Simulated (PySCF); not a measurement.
# `[C@@H]1([O][GeH3])C(=C)[C@@H]1Cl`, C4H7ClGeO

Molfile (atoms numbered from 1):
```
C4H7ClGeO
     RDKit          3D

 14 14  0  0  0  0  0  0  0  0999 V2000
   -0.7180    0.2706    1.8780 C   0  0  0  0  0  0  0  0  0  0  0  0
   -0.5381    0.7729    0.6813 C   0  0  0  0  0  0  0  0  0  0  0  0
    0.3898    1.1034   -0.4072 C   0  0  1  0  0  0  0  0  0  0  0  0
    1.1810    0.1508   -1.0065 O   0  0  0  0  0  0  0  0  0  0  0  0
    1.2026   -1.5834   -0.6974 Ge  0  0  0  0  0  4  0  0  0  0  0  0
   -1.1213    1.1345   -0.6133 C   0  0  1  0  0  0  0  0  0  0  0  0
   -1.8662   -0.1259   -1.5799 Cl  0  0  0  0  0  0  0  0  0  0  0  0
    0.1163    0.0734    2.5330 H   0  0  0  0  0  0  0  0  0  0  0  0
   -1.7031    0.0596    2.2628 H   0  0  0  0  0  0  0  0  0  0  0  0
    0.8838    2.0729   -0.4103 H   0  0  0  0  0  0  0  0  0  0  0  0
   -0.1395   -2.2349   -0.8019 H   0  0  0  0  0  0  0  0  0  0  0  0
    1.7722   -1.8127    0.6763 H   0  0  0  0  0  0  0  0  0  0  0  0
    2.1504   -1.9697   -1.7764 H   0  0  0  0  0  0  0  0  0  0  0  0
   -1.6104    2.0880   -0.7606 H   0  0  0  0  0  0  0  0  0  0  0  0
  1  2  2  0
  2  3  1  0
  3  4  1  0
  4  5  1  0
  3  6  1  0
  6  7  1  0
  6  2  1  0
  1  8  1  0
  1  9  1  0
  3 10  1  1
  5 11  1  0
  5 12  1  0
  5 13  1  0
  6 14  1  1
M  END
```

Theory: TDDFT CAM-B3LYP/def2-SVPD circular dichroism and optical rotation, one conformer, gas phase (PySCF 2.14.0). Geometry: GFN2-xTB.

The molecule is flexible and this is one conformer; a measurement averages over conformers. The calculation is non-relativistic, which matters for the atoms heavier than Zn.

(1) Draw the ECD and absorption spectra from the lowest 8 states, each a Gaussian of half-width 0.35 eV at 1/e height.

## Answers

(1) 
```csv
E (eV),λ (nm),Δε (L mol⁻¹ cm⁻¹),ε (L mol⁻¹ cm⁻¹)
4.74,262,+0.64,90.3
4.89,254,+1.51,266
5.04,246,+1.82,564
5.19,239,-0.59,877
5.34,232,-6.21,1030
5.49,226,-11.30,935
5.64,220,-11.55,657
5.79,214,-7.57,350
5.94,209,-3.35,143
6.09,204,-1.12,89.9
6.24,199,-0.66,315
6.39,194,-1.13,1300
6.54,190,-1.85,3920
6.69,185,-2.04,8360
6.84,181,+0.08,12800
6.99,177,+7.29,14200
7.14,174,+18.06,11800
```
Δε uses R in velocity form, ε uses f in length form. Only the states computed contribute, so the short-wavelength end is incomplete.
